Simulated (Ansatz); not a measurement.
A calculation with Ansatz (development build ahead of 0.2.0).

```yaml
crystal:
  periodic: [false, false, false]
  atoms:
    - { symbol: Ni, position_ang: [0.0, 0.0, 0.0] }
    - { symbol: S, position_ang: [0.0, 0.0, 1.98] }
basis:
  gaussian: { orbitals: pcseg-2 }
magnetization:
  spin_polarized: true
hamiltonian:
  xc: pbe
```

The input is written out in the form of the current development build from the run's settings.

The run gave:

| Property | Result |
| --- | --- |
| Converged | yes |
| Total energy | -1906.16785 hartree |
| Spin squared of the determinant | 1.006 |
| Stability test | minimum |

Caution: another spin multiplicity may lie lower; the unrestricted determinant is a mixture of spin states.
